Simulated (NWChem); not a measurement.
System: C$_{2}$H$_{6}$AlCl; SMILES [CH3][Al]([CH3])[Cl]

Results from NWChem. Pople sets run with spherical d functions. Geometry: optimised at B3LYP/6-31G* (spherical d). Ions are spin-unrestricted doublets at the neutral geometry; other ion states weren't tried.

```json
[
 {"level": "B3LYP/STO-3G", "basis functions": "34", "vertical ionisation energy, ΔSCF (eV)": "8.20", "−ε(HOMO) (eV)": "5.32", "ΔSCF minus −ε(HOMO) (eV)": "2.88", "relative time": "1"},
 {"level": "B3LYP/3-21G", "basis functions": "56", "vertical ionisation energy, ΔSCF (eV)": "9.91", "−ε(HOMO) (eV)": "7.64", "ΔSCF minus −ε(HOMO) (eV)": "2.27", "relative time": "1"},
 {"level": "B3LYP/6-31G*", "basis functions": "76", "vertical ionisation energy, ΔSCF (eV)": "9.75", "−ε(HOMO) (eV)": "7.53", "ΔSCF minus −ε(HOMO) (eV)": "2.22", "relative time": "3"},
 {"level": "B3LYP/6-31+G*", "basis functions": "92", "vertical ionisation energy, ΔSCF (eV)": "9.86", "−ε(HOMO) (eV)": "7.71", "ΔSCF minus −ε(HOMO) (eV)": "2.15", "relative time": "5"},
 {"level": "B3LYP/6-311G**", "basis functions": "124", "vertical ionisation energy, ΔSCF (eV)": "9.91", "−ε(HOMO) (eV)": "7.76", "ΔSCF minus −ε(HOMO) (eV)": "2.15", "relative time": "5"},
 {"level": "B3LYP/6-311++G**", "basis functions": "146", "vertical ionisation energy, ΔSCF (eV)": "9.90", "−ε(HOMO) (eV)": "7.77", "ΔSCF minus −ε(HOMO) (eV)": "2.13", "relative time": "9"}
]
```

The last column is a rough cost ratio, cheapest run = 1.
